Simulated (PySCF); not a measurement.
Al(OH) (AlHO), SMILES [Al][OH] (connectivity only; charge and spin as stated), neutral, multiplicity 1. Heavy atoms are numbered as in [Al:1][OH:2]. Hydrogens are named by the atom that carries them.

Coordinates come from a B3LYP-D3(BJ)/def2-TZVPD optimisation.

Level of theory: M06-2X/def2-TZVPD (PySCF).

Mulliken values depend strongly on the basis, most of all with diffuse functions as here. Atomic charges (e), one atom of each kind:

| atom | IAO | Mulliken |
|---|---|---|
| Al1 | 0.48 | 0.11 |
| O2 (OH) | -0.85 | -0.49 |
| H on O2 | 0.37 | 0.38 |
